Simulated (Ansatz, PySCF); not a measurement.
The Ansatz (a first-principles code) input:
Ansatz 0.2 input:
```yaml
crystal:
  periodic: [false, false, false]
  atoms:
    - {symbol: Ba, position_ang: [0.00000000, 0.00000000, 0.00000000]}
basis:
  gaussian:
    orbitals: def2-SVP
hamiltonian:
  xc: pbe
accuracy: high
```

Q: Give the equivalent PySCF input.

A: This is not unique; one that fits is 
```python
from pyscf import gto, scf, dft

mol = gto.M(
    atom='''
Ba    0.00000000    0.00000000    0.00000000
''',
    basis='def2-svp',
    ecp={'Ba': 'def2-svp'},
    verbose=3,
)

mf = dft.RKS(mol)
mf.xc = 'pbe'
mf.grids.atom_grid = (99, 590)
mf.grids.prune = None
mf.kernel()
```

Both were run: Ansatz gave -25.440389 Eh and PySCF -25.440389 Eh, 0.000 mEh apart.
